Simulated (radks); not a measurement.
Task: All-electron atom: Ca III in [Ar]. Method: Dirac Kohn-Sham, PBEsol, spin-unpolarised, spherical densities, point nucleus; computed with a radial shooting solver on a logarithmic mesh with Libxc functionals.

Spin-orbit splittings of the eigenvalues, e(l+1/2) - e(l-1/2), with zeta = 2 splitting/(2l+1) and mean radii in bohr:

shell  occ.  splitting (eV)  zeta (eV)  <r> j=l-1/2  <r> j=l+1/2
2p        6               ?          ?       0.3263       0.3288
3p        6          0.3908     0.2605        1.253        1.260
3d        0         0.02434   0.009738        1.729        1.731

Estimate the 2p splitting.

Result: 3.681 eV (zeta = 2.454 eV).
